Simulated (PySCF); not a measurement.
**Telling isomers of C₄H₁₅NSi₃ apart by NMR**

PySCF calculation with coordinates at the GFN2-xTB level and shieldings: GIAO PBE0/pcSseg-1; non-relativistic, in vacuum, one averaged value for each set of equivalent atoms, one computed conformer.

Scale: TMS for ¹H and ¹³C (reference shieldings calculated alike). Where no couplings were computed, multiplicities follow the n + 1 count of equivalent neighbours, and m marks all less simple cases (inequivalent or close neighbours, rings, F or P nearby). Shifts are as computed. Against solution values, carbons near 30 ppm lie about +3 ppm off and those near 130 ppm about +5 ppm. Of 1211 compounds with measured shifts, 218 miss one by over three times the rms of a fit or turn the order of signals round; such compounds aren't used in these exercises.

(1) Tabulate the signals of `C[C@@H]1[SiH2]C[C@@H]1N([SiH3])[SiH3]`, `C[SiH2][C@@H]1C[C@@H]1N([SiH3])[SiH3]` and their relative energies.

(2) What is the quickest way to tell C[C@@H]1[SiH2]C[C@@H]1N([SiH3])[SiH3] from C[SiH2][C@@H]1C[C@@H]1N([SiH3])[SiH3]?

Results:

(1) 
| SMILES | carbon types | δC | δH | E rel. (kcal/mol) |
| --- | --- | --- | --- | --- |
| C[C@@H]1[SiH2]C[C@@H]1N([SiH3])[SiH3] | 2×CH 1×CH2 1×CH3 | 54.0, 29.0, 19.4, 11.7 | 4.73 (s, 6H), 4.52 (m, 1H), 4.22 (m, 1H), 3.68 (m, 1H), 2.17 (m, 1H), 2.01 (m, 1H), 1.99 (m, 1H), 1.26 (d, 3H) | 0.0 |
| C[SiH2][C@@H]1C[C@@H]1N([SiH3])[SiH3] | 2×CH 1×CH2 1×CH3 | 38.0, 16.8, 5.4, -6.4 | 4.65 (s, 6H), 4.15 (m, 1H), 4.01 (m, 1H), 2.57 (m, 1H), 1.20 (m, 1H), 0.72 (m, 1H), 0.27 (m, 3H), -0.18 (m, 1H) | 0.5 |

Energies are electronic energies at PBE0/pcSseg-1 on these geometries, without zero-point or thermal terms, each for the one conformer computed, which needn't be the lowest.

(2) Both give the same number of carbon signals, with the same numbers of each carbon type, so the positions decide. The first has a methyl carbon (CH3) at 11.7 ppm, the second a three-membered-ring carbon (CH) at 5.4 ppm. Their most deshielded carbons lie at 54.0 and 38.0 ppm.
